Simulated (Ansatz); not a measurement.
A short molecular-dynamics run on H$_{7}$N$_{4}$Nb, SMILES `[NH]=[Nb]([NH2])([NH2])[NH2]`.

```yaml
crystal:
  periodic: [false, false, false]
  atoms:
    - {symbol: N, position_ang: [-1.892441, -0.033212, 0.308186]}
    - {symbol: Nb, position_ang: [-0.164245, -0.007187, 0.030293]}
    - {symbol: N, position_ang: [0.584220, -1.776020, 0.555989]}
    - {symbol: N, position_ang: [0.629796, 1.443500, 1.139521]}
    - {symbol: N, position_ang: [0.156331, 0.339036, -1.904299]}
    - {symbol: H, position_ang: [-2.887139, -0.047797, 0.468087]}
    - {symbol: H, position_ang: [1.417818, -2.174568, 0.146652]}
    - {symbol: H, position_ang: [0.097735, -2.483896, 1.084446]}
    - {symbol: H, position_ang: [1.578803, 1.426306, 1.486466]}
    - {symbol: H, position_ang: [0.112813, 2.170181, 1.610356]}
    - {symbol: H, position_ang: [-0.542109, 0.295033, -2.630430]}
    - {symbol: H, position_ang: [0.985419, 0.793324, -2.261368]}
basis:
  gaussian: {orbitals: def2-SVP}
magnetization: {spin_polarized: true, initial_magnetization: 0}
hamiltonian: {xc: {name: revPBE}, dispersion: d3bjatm}
md: {timestep: 1 fs, n_steps: 30, ensemble: nve, temperature: 700, initial_velocities: maxwell_boltzmann, seed: 62}
```

```sh
$ ansatz run in.yaml --threads 2 --pin off --events-out ev --progress --plain --max-ram 22528MiB --backend cpu
```

```csv
step,time (fs),potential energy (eV),kinetic (eV),T (K),conserved (eV)
0,0.0,-7623.6881,0.9048,700,-7622.7833
1,1.0,-7623.6699,0.8903,689,-7622.7796
2,2.0,-7623.6545,0.8749,677,-7622.7796
3,3.0,-7623.6457,0.8622,667,-7622.7835
4,4.0,-7623.5984,0.8157,631,-7622.7827
5,5.0,-7623.5242,0.7444,576,-7622.7798
6,6.0,-7623.4666,0.6877,532,-7622.7789
7,7.0,-7623.4419,0.6624,512,-7622.7795
8,8.0,-7623.4375,0.6556,507,-7622.7819
9,9.0,-7623.4139,0.6296,487,-7622.7843
10,10.0,-7623.3382,0.5575,431,-7622.7807
11,11.0,-7623.2590,0.4824,373,-7622.7766
12,12.0,-7623.2295,0.4489,347,-7622.7806
13,13.0,-7623.2005,0.4172,323,-7622.7833
14,14.0,-7623.1330,0.3525,273,-7622.7805
15,15.0,-7623.0639,0.2863,221,-7622.7777
16,16.0,-7623.0371,0.2600,201,-7622.7771
17,17.0,-7623.0620,0.2829,219,-7622.7790
18,18.0,-7623.1067,0.3235,250,-7622.7832
19,19.0,-7623.1128,0.3295,255,-7622.7834
20,20.0,-7623.0857,0.3090,239,-7622.7767
21,21.0,-7623.1158,0.3390,262,-7622.7768
22,22.0,-7623.2023,0.4186,324,-7622.7837
23,23.0,-7623.2507,0.4664,361,-7622.7843
24,24.0,-7623.2460,0.4659,360,-7622.7801
25,25.0,-7623.2471,0.4700,364,-7622.7771
26,26.0,-7623.2994,0.5217,404,-7622.7777
27,27.0,-7623.3909,0.6082,471,-7622.7826
28,28.0,-7623.4475,0.6608,511,-7622.7868
29,29.0,-7623.4174,0.6361,492,-7622.7813
30,30.0,-7623.3811,0.6061,469,-7622.7750
```

Velocities are drawn at the set temperature; a run this short doesn't reach equilibrium.

Frames (Å, forces in eV/Å):

```xyz
12
time=0.0 fs
N    -1.892   -0.033    0.308   -0.317   -0.005    0.051
Nb   -0.164   -0.007    0.030    0.607    0.009   -0.097
N     0.584   -1.776    0.556   -0.100    0.428    0.023
N     0.630    1.444    1.140   -0.151   -0.210   -0.356
N     0.156    0.339   -1.904   -0.033   -0.222    0.378
H    -2.887   -0.048    0.468   -0.695   -0.010    0.112
H     1.418   -2.175    0.147    0.568   -0.316   -0.273
H     0.098   -2.484    1.084   -0.302   -0.547    0.380
H     1.579    1.426    1.486    0.651    0.016    0.271
H     0.113    2.170    1.610   -0.322    0.549    0.361
H    -0.542    0.295   -2.630   -0.462   -0.018   -0.566
H     0.985    0.793   -2.261    0.557    0.326   -0.284
12
time=2.0 fs
N    -1.896   -0.026    0.304   -1.593   -0.056    0.361
Nb   -0.166   -0.008    0.030    0.802    0.097   -0.426
N     0.612   -1.774    0.563   -0.900    0.015    0.628
N     0.629    1.449    1.145   -0.534    0.539    0.294
N     0.155    0.328   -1.925    1.991    0.357    1.321
H    -2.911   -0.040    0.532    0.667    0.005   -0.186
H     1.348   -2.275    0.092    0.628   -0.402   -0.392
H     0.046   -2.447    1.105    0.269    0.110   -0.116
H     1.557    1.386    1.546    0.678   -0.145    0.153
H     0.140    2.178    1.690   -0.018   -0.211   -0.288
H    -0.524    0.353   -2.637   -1.291    0.071   -1.488
H     1.020    0.829   -2.238   -0.699   -0.381    0.139
12
time=4.0 fs
N    -1.904   -0.019    0.302   -1.587   -0.075    0.499
Nb   -0.168   -0.008    0.030    0.756    0.162   -0.654
N     0.637   -1.773    0.572   -0.205   -1.256   -0.020
N     0.627    1.456    1.151    0.355    0.748    1.273
N     0.158    0.318   -1.943    0.579    0.581   -0.017
H    -2.913   -0.033    0.589    0.936    0.001   -0.340
H     1.298   -2.387    0.025   -0.673    0.707    0.557
H     0.004   -2.408    1.123    0.724    0.429   -0.415
H     1.558    1.341    1.610   -0.385   -0.122   -0.477
H     0.166    2.179    1.758    0.094   -0.620   -0.769
H    -0.548    0.413   -2.694    0.345   -0.015    0.258
H     1.030    0.852   -2.210   -0.941   -0.540    0.105
12
time=6.0 fs
N    -1.917   -0.013    0.300   -0.030   -0.076    0.188
Nb   -0.170   -0.009    0.029    0.519    0.233   -0.775
N     0.662   -1.775    0.580    0.140   -1.407   -0.803
N     0.626    1.465    1.160    1.003    0.027    1.228
N     0.163    0.309   -1.961   -1.296    0.306   -0.493
H    -2.882   -0.026    0.634   -0.147   -0.021   -0.072
H     1.226   -2.474   -0.022   -0.941    1.367    1.018
H    -0.012   -2.353    1.126    0.494    0.106   -0.106
H     1.547    1.291    1.657   -0.756   -0.045   -0.815
H     0.195    2.158    1.799   -0.266   -0.198   -0.550
H    -0.561    0.472   -2.742    1.285   -0.296    1.387
H     1.007    0.856   -2.179   -0.005    0.004   -0.207
12
time=8.0 fs
N    -1.929   -0.006    0.299    1.367   -0.083   -0.181
Nb   -0.171   -0.009    0.028    0.289    0.319   -0.832
N     0.687   -1.780    0.587   -0.129   -0.190   -0.874
N     0.628    1.474    1.173    0.722   -0.912    0.121
N     0.164    0.302   -1.979   -1.541   -0.186    0.491
H    -2.856   -0.019    0.676   -1.058   -0.039    0.251
H     1.120   -2.511   -0.032   -0.195    0.829    0.422
H    -0.011   -2.295    1.125   -0.139   -0.369    0.524
H     1.509    1.239    1.674   -0.068   -0.110   -0.513
H     0.212    2.130    1.821   -0.758    0.556    0.084
H    -0.529    0.521   -2.741    0.616   -0.320    0.846
H     0.984    0.860   -2.155    0.895    0.507   -0.339
12
time=10.0 fs
N    -1.938    0.000    0.298    0.810   -0.108    0.179
Nb   -0.173   -0.009    0.027    0.168    0.404   -0.863
N     0.711   -1.786    0.591   -1.092    1.305    0.224
N     0.631    1.481    1.186   -0.407   -0.902   -0.608
N     0.162    0.294   -1.997    0.790   -0.192    2.304
H    -2.866   -0.014    0.726   -0.169   -0.033   -0.142
H     1.008   -2.520   -0.028    0.655   -0.568   -0.858
H    -0.013   -2.249    1.144   -0.150   -0.299    0.665
H     1.469    1.183    1.673    0.852   -0.255    0.107
H     0.203    2.122    1.843   -0.609    0.472    0.060
H    -0.477    0.559   -2.712   -1.173    0.186   -0.968
H     0.991    0.880   -2.144    0.325   -0.011   -0.101
12
time=12.0 fs
N    -1.945    0.006    0.297    0.038   -0.126    0.664
Nb   -0.174   -0.009    0.025    0.071    0.487   -0.835
N     0.733   -1.789    0.596   -1.674    0.835    0.472
N     0.633    1.485    1.197   -0.814   -0.617   -0.201
N     0.161    0.285   -2.008    1.636    0.424    2.224
H    -2.882   -0.010    0.771    0.818   -0.023   -0.655
H     0.917   -2.545   -0.053    0.501   -0.366   -0.666
H    -0.018   -2.214    1.186    0.520    0.068    0.201
H     1.459    1.117    1.673    0.524    0.039    0.162
H     0.171    2.130    1.867    0.088   -0.266   -0.497
H    -0.464    0.602   -2.715   -1.206    0.214   -0.938
H     1.010    0.900   -2.136   -0.501   -0.669    0.069
12
time=14.0 fs
N    -1.951    0.012    0.298    0.487   -0.124    0.546
Nb   -0.175   -0.009    0.023   -0.056    0.554   -0.737
N     0.750   -1.790    0.602   -1.751   -0.507   -0.494
N     0.634    1.487    1.208   -0.245   -1.099    0.087
N     0.165    0.278   -2.013   -0.014    1.202    0.521
H    -2.870   -0.007    0.792    0.559   -0.030   -0.567
H     0.845   -2.581   -0.101    0.185    0.975    0.632
H    -0.005   -2.178    1.236    0.876    0.125   -0.144
H     1.467    1.055    1.680   -0.447    0.663   -0.156
H     0.143    2.129    1.872    0.456   -0.525   -0.547
H    -0.494    0.652   -2.749    0.397   -0.608    0.843
H     1.012    0.896   -2.126   -0.447   -0.627    0.015
12
time=16.0 fs
N    -1.956    0.017    0.301    1.839   -0.096   -0.114
Nb   -0.176   -0.009    0.021   -0.132    0.573   -0.619
N     0.762   -1.791    0.606   -1.533   -0.459   -1.116
N     0.633    1.486    1.219    0.182   -1.874   -0.600
N     0.169    0.273   -2.017   -1.411    0.907    0.154
H    -2.840   -0.005    0.792   -0.645   -0.059    0.063
H     0.781   -2.584   -0.127    0.208    1.256    1.064
H     0.040   -2.137    1.283    0.593   -0.147    0.019
H     1.460    1.017    1.681   -0.641    0.891   -0.138
H     0.129    2.109    1.859    0.193   -0.059    0.059
H    -0.511    0.679   -2.754    0.945   -0.930    1.376
H     0.999    0.870   -2.116    0.403   -0.005   -0.147
12
time=18.0 fs
N    -1.956    0.022    0.303    2.125   -0.072   -0.303
Nb   -0.178   -0.008    0.019   -0.037    0.526   -0.500
N     0.770   -1.794    0.608   -1.137    0.971   -0.783
N     0.633    1.481    1.228   -0.259   -1.985   -1.630
N     0.169    0.272   -2.020   -1.036    0.065    1.252
H    -2.831   -0.005    0.794   -0.951   -0.073    0.231
H     0.726   -2.541   -0.115    0.259    0.185    0.243
H     0.107   -2.102    1.330    0.105   -0.456    0.447
H     1.431    1.011    1.678    0.192    0.473    0.336
H     0.123    2.088    1.848   -0.209    0.455    0.593
H    -0.496    0.673   -2.710    0.071   -0.405    0.347
H     1.001    0.843   -2.112    0.876    0.317   -0.233
12
time=20.0 fs
N    -1.950    0.027    0.304    0.728   -0.081    0.310
Nb   -0.179   -0.007    0.016    0.232    0.417   -0.343
N     0.775   -1.794    0.608   -0.995    2.515    0.571
N     0.632    1.469    1.233   -1.328   -1.108   -1.667
N     0.166    0.270   -2.020    1.279   -0.484    2.839
H    -2.855   -0.008    0.802    0.211   -0.036   -0.392
H     0.679   -2.493   -0.096    0.091   -1.328   -1.049
H     0.180   -2.084    1.393    0.130   -0.474    0.305
H     1.409    1.023    1.687    1.048   -0.032    0.755
H     0.111    2.082    1.857    0.014    0.152    0.229
H    -0.480    0.653   -2.655   -1.485    0.612   -1.361
H     1.033    0.825   -2.116    0.074   -0.151   -0.197
12
time=22.0 fs
N    -1.943    0.031    0.306   -0.267   -0.076    0.608
Nb   -0.180   -0.006    0.013    0.523    0.261   -0.107
N     0.777   -1.788    0.608   -1.241    1.763    0.506
N     0.628    1.455    1.234   -1.014   -0.732   -0.492
N     0.167    0.267   -2.012    1.131    0.194    1.921
H    -2.873   -0.013    0.797    0.867   -0.002   -0.700
H     0.637   -2.489   -0.111    0.085   -0.789   -0.307
H     0.258   -2.084    1.467    0.434   -0.290   -0.445
H     1.424    1.036    1.723    0.378    0.252    0.228
H     0.100    2.081    1.874    0.388   -0.363   -0.372
H    -0.514    0.653   -2.646   -0.574    0.255   -0.655
H     1.068    0.802   -2.128   -0.711   -0.470   -0.184
12
time=24.0 fs
N    -1.935    0.036    0.310    0.054   -0.007    0.218
Nb   -0.181   -0.005    0.010    0.737    0.071    0.170
N     0.776   -1.776    0.611   -1.420    0.250   -0.527
N     0.621    1.439    1.233    0.155   -0.920    0.494
N     0.171    0.265   -1.999   -0.789    0.799    0.251
H    -2.861   -0.017    0.766    0.220   -0.027   -0.324
H     0.598   -2.514   -0.136    0.347    0.531    1.114
H     0.352   -2.095    1.524    0.433   -0.147   -0.895
H     1.452    1.058    1.768   -0.637    0.585   -0.610
H     0.102    2.068    1.878    0.264   -0.322   -0.446
H    -0.568    0.661   -2.659    1.175   -0.576    0.804
H     1.078    0.763   -2.147   -0.539   -0.237   -0.249
12
time=26.0 fs
N    -1.928    0.040    0.314    0.922    0.120   -0.381
Nb   -0.182   -0.004    0.007    0.933   -0.119    0.446
N     0.771   -1.764    0.612   -1.183   -0.099   -0.961
N     0.615    1.420    1.233    0.739   -1.056    0.432
N     0.172    0.265   -1.985   -1.773    0.452   -0.041
H    -2.841   -0.023    0.724   -0.973   -0.101    0.257
H     0.573   -2.522   -0.122    0.460    0.768    1.239
H     0.462   -2.111    1.548    0.174   -0.104   -0.645
H     1.458    1.102    1.790   -0.619    0.377   -0.843
H     0.113    2.044    1.867   -0.296    0.215   -0.049
H    -0.581    0.649   -2.646    1.353   -0.644    0.909
H     1.069    0.715   -2.175    0.262    0.192   -0.362
12
time=28.0 fs
N    -1.918    0.045    0.318    0.151    0.165   -0.259
Nb   -0.182   -0.003    0.005    1.204   -0.290    0.713
N     0.763   -1.752    0.610   -0.661    0.778   -0.374
N     0.610    1.398    1.235    0.050   -0.620   -0.100
N     0.169    0.266   -1.971   -0.371   -0.224    0.881
H    -2.855   -0.033    0.689   -0.613   -0.084    0.122
H     0.564   -2.504   -0.064    0.251   -0.274    0.002
H     0.579   -2.132    1.549   -0.036   -0.047   -0.048
H     1.444    1.159    1.782    0.477   -0.127   -0.339
H     0.113    2.027    1.853   -0.644    0.485    0.111
H    -0.546    0.615   -2.602   -0.226    0.065   -0.437
H     1.068    0.674   -2.217    0.418    0.172   -0.272
12
time=30.0 fs
N    -1.909    0.050    0.321   -1.574    0.124    0.149
Nb   -0.182   -0.002    0.002    1.435   -0.450    0.971
N     0.752   -1.738    0.607   -0.188    1.451    0.705
N     0.605    1.375    1.236   -0.960    0.259    0.061
N     0.165    0.266   -1.954    1.766   -0.425    1.317
H    -2.890   -0.045    0.658    0.674    0.025   -0.290
H     0.564   -2.496   -0.006   -0.045   -1.389   -1.234
H     0.695   -2.154    1.547   -0.079    0.239    0.090
H     1.447    1.212    1.761    1.240   -0.307    0.068
H     0.090    2.027    1.841   -0.322    0.014   -0.291
H    -0.521    0.583   -2.574   -1.672    0.649   -1.657
H     1.081    0.638   -2.269   -0.274   -0.190    0.111
```

Hardware: 2 threads of an AMD EPYC 7R13 on a shared host. Wall time 2.2 min, peak host memory 0.28 GiB.
